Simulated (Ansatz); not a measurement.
Species: [Nb(Cl)3(CH3)2] (charge 0, multiplicity 1), formula C2H6Cl3Nb.

Q: How many basis functions does Ansatz (a first-principles code) with frozen-core CCSD(T)/def2-TZVPP // BP86-D3(BJ)/def2-SVP use, how many core orbitals are frozen, and how many electrons are correlated?

A: 328 basis functions and 17 frozen orbitals, which leaves 48 correlated electrons. Core time is of the order of hours.
